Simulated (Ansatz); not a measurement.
System: SiCl (charge +1, singlet). 
Structure (B3LYP-D3(BJ)/def2-TZVP (Ansatz, an electronic-structure program) minimum search):
```xyz
2

Si     0.0000     0.0000    -1.0778
Cl     0.0000     0.0000     0.8876
```
Charge +1, spin multiplicity 1.

Basis-set convergence of Hartree-Fock and CCSD(T) correlation energies (hartree) with Ansatz. Cores are frozen in the correlated levels unless marked. Spin-orbit coupling is left out. Non-relativistic.

| basis | functions | E(HF) | E(corr, CCSD(T)) |
|---|---|---|---|
| aug-cc-pV(D+d)Z | 64 | -748.17354 | -0.24387 |
| aug-cc-pV(T+d)Z | 110 | -748.19799 | -0.30208 |
| aug-cc-pV(Q+d)Z | 178 | -748.20359 | -0.32252 |

Extrapolating the two largest sets (X = 3 and 4) as X^-3: E(corr) = (64·(-0.32252) - 27·(-0.30208))/37 = -0.3374 Eh, an estimate of the basis-set limit. The largest set recovers 95.6 % of it, the smallest 72.3 %.
